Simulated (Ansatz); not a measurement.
Basis sets compared for C11H14N4 (relaxed from a model of N-butylpyridinium dicyanamide, whose bonding it doesn't keep). Total charge 0; singlet. Geometry PBE-D4/def2-SVP. Ansatz on 4 threads of Arm Neoverse V1 on a shared host; times are rough, and most runs start from earlier orbitals.

```xyz
29

C    -3.3170    2.7041    1.6460
C    -1.8936    2.5660    1.1052
C    -1.5735    1.1560    0.5997
C    -0.1468    1.0301    0.0558
N     0.1794   -0.3158   -0.4080
C     0.6178   -1.2743    0.5720
C     0.3905   -2.6748    0.1066
C     0.4535   -2.9498   -1.2297
C     0.5365   -1.8818   -2.1906
C     0.3378   -0.5983   -1.7426
H    -4.0700    2.4661    0.8660
H    -3.5199    3.7333    2.0035
H    -3.4943    2.0136    2.4968
H    -1.7340    3.2953    0.2797
H    -1.1623    2.8460    1.8959
H    -2.2887    0.8631   -0.1997
H    -1.7214    0.4240    1.4248
H    -0.0057    1.7281   -0.7951
H     0.5939    1.3282    0.8308
H     0.1174   -1.0632    1.5350
H     0.2786   -3.4608    0.8663
H     0.3960   -3.9917   -1.5819
H     0.6587   -2.0765   -3.2632
H     0.2584    0.2633   -2.4230
N     2.1044   -1.0210    0.8841
C     3.0960   -1.2915    0.2341
N     4.1863   -1.6354   -0.2586
C     4.9778   -1.2335   -1.2295
N     5.7443   -0.9487   -2.0807
```

Binding counts from free atoms (C triplet, N quartet, H doublet) in the same basis, without a counterpoise term.

```json
{"level": "PBE-D4/def2-SVP", "functions": "280", "energy (Eh)": "-645.2927", "HOMO (eV)": "-5.06", "LUMO (eV)": "-1.98", "binding per atom (eV)": "4.86", "wall time": "7.5 s"}
{"level": "PBE0-D4/def2-SVP", "functions": "280", "energy (Eh)": "-645.3284", "HOMO (eV)": "-6.06", "LUMO (eV)": "-1.14", "binding per atom (eV)": "4.73", "wall time": "16 s"}
```

Task: Estimate the rows for PBE-D4/def2-TZVP, PBE0-D4/def2-TZVP (with forces).

Result: 
| level | functions | energy (Eh) | HOMO (eV) | LUMO (eV) | binding per atom (eV) | wall time |
| --- | --- | --- | --- | --- | --- | --- |
| PBE-D4/def2-TZVP | 549 | -645.9880 | -5.17 | -2.14 | 4.79 | 18 s |
| PBE0-D4/def2-TZVP (with forces) | 549 | -646.0160 | -6.11 | -1.27 | 4.66 | 67 s |
